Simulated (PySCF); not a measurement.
**Bonding in 2,5-dimethylpyrrole**

2,5-dimethylpyrrole, C₆H₉N.
Numbering: `[CH3:1][c:2]1[cH:3][cH:4][c:5]([CH3:6])[nH:7]1` (hydrogens: H8, H9, H10 on C1; H11 on C3; H12 on C4; H13, H14, H15 on C6; H16 on N7)

Geometry (GFN2-xTB, Å), atoms numbered from 1 in this order:
```xyz
16
C6H9N angstrom
C     -2.4376   -0.5562   -0.4092
C     -1.1118    0.0585   -0.1265
C     -0.7557    1.3556    0.1260
C      0.6415    1.3830    0.3284
C      1.1042    0.1019    0.1941
C      2.4789   -0.4591    0.2987
N      0.0281   -0.6925   -0.0820
H     -3.2067    0.2107   -0.3990
H     -2.4442   -1.0401   -1.3870
H     -2.6866   -1.3081    0.3412
H     -1.4193    2.1973    0.1633
H      1.2337    2.2495    0.5479
H      2.7787   -0.9347   -0.6364
H      2.5371   -1.2057    1.0922
H      3.1834    0.3367    0.5223
H      0.0686   -1.6877   -0.2264
```

Bond orders from the PBE0/pcSseg-1 density (PySCF). Isolated species at its GFN2-xTB geometry, gas phase.

(1) Where do the orders between heavy atoms depart from those drawn in the SMILES?

(2) Give the Mayer order of every bond, beside its length.

Answers

(1) The largest departure is 0.381, at C5–N7 (drawn aromatic, 1.119) and N7–C2 (drawn aromatic, 1.119), counting aromatic bonds as 1.5. The bonds drawn aromatic range from 1.12 to 1.52.

(2) 
```csv
bond,drawn as,length (Å),Mayer order
C1–C2,single,1.488,1.082
C2–C3,aromatic,1.369,1.516
C3–C4,aromatic,1.412,1.349
C4–C5,aromatic,1.369,1.516
C5–C6,single,1.488,1.082
C5–N7,aromatic,1.366,1.119
N7–C2,aromatic,1.366,1.119
C1–H8,single,1.086,0.956
C1–H9,single,1.091,0.944
C1–H10,single,1.091,0.944
C3–H11,single,1.072,1.002
C4–H12,single,1.072,1.002
C6–H13,single,1.091,0.944
C6–H14,single,1.091,0.944
C6–H15,single,1.086,0.957
N7–H16,single,1.006,0.940
```

By pair of heavy elements: C–C: lowest C1–C2 and C5–C6 (1.082, 1.488 Å), highest C2–C3 and C4–C5 (1.516, 1.369 Å). C–N: all 2 within 0.02 of one another (1.119 to 1.119). Bonds named together lie within 0.004.

**Question.** Sum the orders of all bonds at each heavy atom with more than one neighbour and set the sums beside the valence in the SMILES.

**Answer.** C1 3.926 (drawn 4), C2 3.717 (drawn 4), C3 3.867 (drawn 4), C4 3.867 (drawn 4), C5 3.717 (drawn 4), C6 3.927 (drawn 4), N7 3.178 (drawn 3). Orders between atoms that aren't bonded are not in these sums.

The Mayer order sums products of elements of PS (density times overlap matrix) between the two atoms' basis functions, so it depends on the basis set.
